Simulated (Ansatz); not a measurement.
Reaction (ligand exchange at a Ge–C bond): `C[SiH2][CH2][GeH3]` + `C[SiH2]O` → `C[SiH2][O][GeH3]` + `C[SiH2]C`

Gas-phase electronic energies from Ansatz, PBE0-D4/def2-TZVP geometries. CCSD(T)/CBS adds triple-zeta CCSD(T) − MP2 to the extrapolated MP2 energy (def2 sets, frozen cores). This one scheme is used for every species. Functionals use def2-TZVPP. For Ge outer-core shells are correlated without core-valence functions, which leaves a few kJ/mol of doubt a bond. Scalar relativity is left out up to krypton. One conformer a species, not always the lowest.

`C[SiH2][CH2][GeH3]`:

Z-matrix (Å, degrees):
```
C
Si 1 1.871
H 1 1.093 2 111.3
H 1 1.092 2 110.7 3 120.0
H 1 1.093 2 110.9 3 -120.2
C 2 1.872 1 111.7 3 61.8
H 2 1.491 1 109.7 3 -58.9
H 2 1.492 1 109.4 3 -176.6
Ge 6 1.957 2 114.6 1 -59.4
H 6 1.094 2 109.2 1 179.6
H 6 1.094 2 109.8 1 62.5
H 9 1.539 6 110.1 2 -53.4
H 9 1.539 6 110.6 2 -173.6
H 9 1.540 6 110.3 2 66.4
```

`C[SiH2]O`:

Cartesian coordinates in Å:
```
C 1.076 -0.437 0.163
Si -0.610 0.344 0.300
O -1.217 0.805 -1.165
H 1.460 -0.685 1.157
H 1.785 0.244 -0.315
H 1.044 -1.361 -0.420
H -0.543 1.593 1.097
H -1.534 -0.619 0.967
H -1.460 0.115 -1.784
```

`C[SiH2][O][GeH3]`:

Z-matrix (Å, degrees):
```
C
Si 1 1.858
H 1 1.092 2 110.8
H 1 1.093 2 110.4 3 -119.9
H 1 1.092 2 110.8 3 120.2
O 2 1.638 1 108.9 3 -60.1
H 2 1.493 1 110.4 3 179.1
H 2 1.493 1 110.4 3 60.6
Ge 6 1.774 2 133.9 1 179.8
H 9 1.533 6 105.6 2 -179.8
H 9 1.538 6 108.6 2 -60.0
H 9 1.538 6 108.6 2 60.5
```

`C[SiH2]C`:

```xyz
11

C     1.284    0.729    0.567
Si   -0.511    0.205    0.474
C    -0.822   -0.914   -0.995
H     1.457    1.381    1.426
H     1.578    1.273   -0.334
H     1.939   -0.140    0.666
H    -1.378    1.414    0.371
H    -0.887   -0.507    1.729
H    -0.574   -0.406   -1.931
H    -1.871   -1.215   -1.043
H    -0.214   -1.819   -0.931
```

```
        level  ΔE (kcal/mol)
       PBE-D4           -9.6
      ωB97X-V          -12.0
      ωB97M-V          -11.2
MP2/CBS(def2)          -10.0
```

(1) What does CCSD(T)/CBS give? (Estimate.)

Largest T1 diagnostic among the species: 0.011.

Answers

(1) Ansatz gave: -10.3 kcal/mol. The listed levels differ from it by 0.7, -1.7, -0.9, 0.3 kcal/mol.

The D4 term adds +0.9 kcal/mol with B3LYP and +0.5 kcal/mol with PBE0; it sums over pairs of atoms, weighted by their polarisabilities, and B3LYP, whose exchange is more repulsive, gets the larger term. In def2-TZVPP, CCSD(T) changes the Hartree–Fock value by +5.5 kcal/mol (the triples alone add +0.5 kcal/mol) and MP2 by +5.9 kcal/mol.

B3LYP here is the variant with VWN-RPA as its local correlation; programs differ in this.
